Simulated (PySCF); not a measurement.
Compound: C4H14AsB.
SMILES: `CCC[B@@H-](C)[AsH3+]`

Torsions of this conformer, `[CH3:1][CH2:2][CH2:3][B@@H-:4]([CH3:5])[AsH3+:6]`: C1–C2–C3–B4 -175°, C2–C3–B4–C5 -175°.

The closed-shell ground state was solved at several levels (PySCF, density fitting, gas phase). The structure is a single PBE0-D3(BJ)/def2-SVP conformer in the gas phase; no vibrational or solvent corrections. The calculation is non-relativistic and has no spin–orbit coupling, an omission that weighs most on arsenic.

```tsv
level	basis functions	HOMO (eV)	LUMO (eV)	gap (eV)	dipole (D)
KT3/pcSseg-1	196	-6.56	-0.66	5.90	3.00
B3LYP/pcSseg-1	196	-7.56	-0.06	7.50	3.07
KT2/pcSseg-1	196	-6.54	-0.72	5.82	2.98
PBE0/pcSseg-1	196	-7.74	0.25	7.99	3.15
B97-D/pcSseg-1	196	-6.46	-0.55	5.91	2.92
```

(1) What might PBE0/aug-cc-pVDZ (277 basis functions) give for the same quantities?

(2) Over all these levels, which gives the widest orbital gap and which the narrowest?

(3) In the pcSseg-1 basis, how does the gap go with the fixed share of exact exchange?

(4) How far do the dipole and the HOMO energy spread over the levels?

Results:

(1) HOMO -7.69 eV, LUMO -0.54 eV, gap 7.15 eV, dipole 3.04 D.

(2) PBE0/pcSseg-1 (global hybrid, 25 % exact exchange) has the widest, 7.99 eV, and KT2/pcSseg-1 (GGA) the narrowest, 5.82 eV. The two share the basis. From the narrowest to the widest the HOMO moves by -1.20 eV and the LUMO by +0.97 eV.

(3) KT2 (0 %) 5.82 eV; KT3 (0 %) 5.90 eV; B97-D (0 %) 5.91 eV; B3LYP (20 %) 7.50 eV; PBE0 (25 %) 7.99 eV. Each rise in the share widens the gap here.

(4) The dipole runs from 2.92 to 3.15 D (mean 3.03 D) and the HOMO from -7.74 to -6.46 eV.
